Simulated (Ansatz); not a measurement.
A nudged elastic band was laid between two geometries of C3H7B (11 atoms, charge 0, multiplicity 1).

These are results of RKS B3LYP/def2-SVP in Ansatz, not measurements.

| Property | Result |
| --- | --- |
| movable images | 7 |
| climbing image | yes |
| spring | 5.0 eV/Å² |
| optimiser | quadratic models (default) |
| start path | IDPP |
| force threshold | 0.03 eV/Å |
| iteration limit | 27 |
| end points | relaxed |

First end point:

```xyz
11
Properties=species:S:1:pos:R:3
B -0.167 1.735 0.003
C -0.034 0.347 0.001
C 0.171 -0.444 1.278
C -0.083 -0.463 -1.279
H -0.281 2.915 0.004
H 0.200 0.187 2.180
H 1.119 -1.012 1.240
H -0.641 -1.182 1.416
H -0.233 0.153 -2.179
H 0.855 -1.032 -1.420
H -0.905 -1.203 -1.243
```

Last end point:

```xyz
11
Properties=species:S:1:pos:R:3
B 0.472 1.669 -0.171
C 0.095 0.334 -0.032
C 0.411 -0.470 1.213
C -0.658 -0.403 -1.123
H 0.791 2.804 -0.292
H -0.517 -0.847 1.682
H 0.956 0.107 1.977
H 1.027 -1.354 0.964
H -0.862 0.220 -2.007
H -0.087 -1.286 -1.464
H -1.629 -0.773 -0.747
```

(1) Which bonds break or form, and what moves?

(2) What energy profile does the band end with?

(3) What is the geometry of the highest image?

(4) What are the harmonic wavenumbers there?

Results:

(1) No bond is made or broken. The dihedral C4–C2–C3–H6 goes from -180 to -59°. The two ends are copies of one structure, up to a mirror image or an exchange of like atoms.

(2) It converged. The highest image is number 4 of 0 to 8, 0.115 eV above the ends, which have the same energy within 2 meV. A vibrational analysis at the climbing image gives one clearly imaginary mode, 212i cm⁻¹: a first-order saddle point.

| image | path coordinate (Å) | energy (eV) | dihedral C4–C2–C3–H6 (°) |
| --- | --- | --- | --- |
| 0 | 0.00 | 0.000 | -180 |
| 1 | 0.43 | 0.017 | -166 |
| 2 | 0.87 | 0.058 | -151 |
| 3 | 1.30 | 0.099 | -135 |
| 4 | 1.73 | 0.115 | -119 |
| 5 | 2.17 | 0.098 | -103 |
| 6 | 2.60 | 0.058 | -88 |
| 7 | 3.04 | 0.017 | -73 |
| 8 | 3.47 | 0.000 | -59 |

(3) 
```xyz
11
Properties=species:S:1:pos:R:3
B 0.361 1.692 -0.141
C 0.090 0.336 0.028
C 0.302 -0.498 1.283
C -0.483 -0.390 -1.183
H 0.573 2.842 -0.337
H -0.285 -0.129 2.141
H 1.358 -0.524 1.601
H -0.006 -1.541 1.109
H -0.615 0.261 -2.063
H 0.178 -1.222 -1.490
H -1.471 -0.826 -0.948
```

(4) 212i, 182, 254, 356, 386, 588, 800, 822, 969, 988, 1049, 1060, 1147, 1379, 1396, 1450, 1452, 1462, 1465, 1592, 2803, 2992, 3019, 3056, 3086, 3090, 3099 cm⁻¹.

The run took 6.7 min on 1 thread of Intel(R) Xeon(R) Processor @ 2.50GHz (Skylake/Cascade Lake), with other jobs on the host, peak memory 0.18 GiB.
